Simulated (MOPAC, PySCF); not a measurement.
CH2B2, SMILES `B=C=B`, neutral singlet in the gas phase. 

Cartesian coordinates (Å):
```xyz
5

B     -1.3474     0.0295    -0.0732
C      0.0000     0.0026    -0.1965
B      1.3474    -0.0272    -0.3195
H     -2.5104     0.0501     0.0350
H      2.5105    -0.0550    -0.4241
```
Charge 0, multiplicity 1.

All levels are single points at this geometry (B3LYP-D3(BJ)/def2-TZVP); Pople sets use spherical d functions. Orbital energies aren't observables, and empty levels follow the basis.

| level | HOMO (eV) | LUMO (eV) | gap (eV) | dipole (D) | vertical IE, Delta-SCF (eV) |
|---|---|---|---|---|---|
| TPSSh-D3(BJ)/def2-TZVP in PySCF | -6.94 | -2.15 | 4.78 | 0.00 | 9.80 |
| B3LYP/3-21G in PySCF | -7.23 | -1.76 | 5.47 | 0.00 | – |
| B3LYP/6-311+G** in PySCF | -7.34 | -2.02 | 5.31 | 0.00 | – |
| B3LYP/6-31G* in PySCF | -6.99 | -1.58 | 5.42 | 0.00 | 9.70 |
| PBE/6-31G* in PySCF | -6.28 | -2.34 | 3.93 | 0.00 | 9.88 |
| SVWN5/6-31G* in PySCF | -6.45 | -2.55 | 3.90 | 0.00 | 10.19 |
| HF/3-21G in PySCF | -9.50 | 1.96 | 11.46 | 0.00 | – |
| HF/6-31G* in PySCF | -9.28 | 2.21 | 11.49 | 0.00 | 7.97 |
| HF/STO-3G in PySCF | -7.20 | 5.78 | 12.98 | 0.00 | – |
| AM1 in MOPAC | -9.02 | 1.77 | 10.79 | 0.01 | – |
| PM3 in MOPAC | -11.29 | -0.41 | 10.88 | 0.01 | – |
| PM6 in MOPAC | -9.22 | 0.38 | 9.60 | 0.01 | – |
| PM7 in MOPAC | -9.37 | -0.95 | 8.42 | 0.00 | – |
